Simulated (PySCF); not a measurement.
Working out the ionisation energy of Cl(2+)

Cl(2+) [Ne] 3s2 3p3 (4S) → Cl(3+) [Ne] 3s2 3p2 (3P). All numbers are calculated (PySCF 2.14, scalar relativity by spin-free X2C-1e, in cc-pVDZ-DK). Frozen: [Ne]. Energies in hartree (1 hartree = 27.21139 eV):

| part | Cl(2+) (lower) | Cl(3+) (upper) |
| --- | --- | --- |
| UHF | -459.616737 | -458.185222 |
| CCSD correlation | -0.089254 | -0.076838 |
| (T) | -0.000785 | -0.000738 |

Q: What does Hartree-Fock give?

A: (-458.185222) − (-459.616737) = 1.431515 hartree = 38.954 eV.

Q: What do CCSD and CCSD(T) give?

A: The CCSD correlation energies differ by 0.012416 hartree = 0.338 eV and the triples by 0.000047 hartree = 0.001 eV, so CCSD gives 39.292 eV and CCSD(T) 39.293 eV.

Reference: 39.8 ± 0.11 eV (semi-empirical (NIST evaluation); NIST Atomic Spectra Database, ionization energies), between the lowest levels; spin-orbit coupling is absent from the calculation.

A double-zeta basis recovers only part of the correlation energy.

What remains against the reference includes basis incompleteness, the frozen core and higher excitations.
